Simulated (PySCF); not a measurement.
Sc (scandium, neutral): UHF calculation

Configuration: [Ar] 3d1 4s2, 2D determinant. Calculation: PySCF 2.14, in aug-cc-pVDZ-DK (7s6p4d2f, 59 functions); the spin-free X2C one-electron Hamiltonian (Gaussian nucleus).

```
Total energy                                                  : -763.283460 hartree
One-electron energy                                           : -1044.8000 hartree
Hartree (Coulomb) energy                                      : 319.8392 hartree
Exchange energy                                               : -38.3226 hartree
⟨S²⟩                                                          : 0.7620
⟨L²⟩                                                          : 6.052
Sum of ⟨r⟩                                                    : 21.41 bohr
Sum of ⟨r²⟩                                                   : 52.74 bohr²
Traceless quadrupole moment −½Σ⟨3z² − r²⟩ along its main axis : 0.210 e·bohr²
Langevin diamagnetic susceptibility                           : -41.8 ×10⁻⁶ cm³/mol
Time after the integrals                                      : 0.52 s of wall time on 1 thread of Intel(R) Xeon(R) Platinum 8375C CPU @ 2.90GHz (shared host)
```

| shell | electrons | mean orbital energy (hartree) | spread (hartree) | rms radius, mean of both spins (bohr) |
| --- | --- | --- | --- | --- |
| 1s α | 1 | -166.82923 | 0 | 0.0844 |
| 1s β | 1 | -166.82915 | 0 | 0.0844 |
| 2s α | 1 | -19.27482 | 0 | 0.370 |
| 2s β | 1 | -19.26218 | 0 | 0.370 |
| 2p α | 3 | -15.69891 | 0.00286 | 0.340 |
| 2p β | 3 | -15.68617 | 0.01814 | 0.340 |
| 3s α | 1 | -2.62079 | 0 | 1.15 |
| 3s β | 1 | -2.56665 | 0 | 1.15 |
| 3p α | 3 | -1.61091 | 0.03596 | 1.27 |
| 3p β | 3 | -1.54292 | 0.05311 | 1.27 |
| 3d α | 1 | -0.34374 | 0 | 1.92 |
| 4s α | 1 | -0.21779 | 0 | 4.22 |
| 4s β | 1 | -0.20582 | 0 | 4.22 |

Densities and radii are taken from the X2C orbitals without a picture-change correction, which distorts them close to the nucleus.
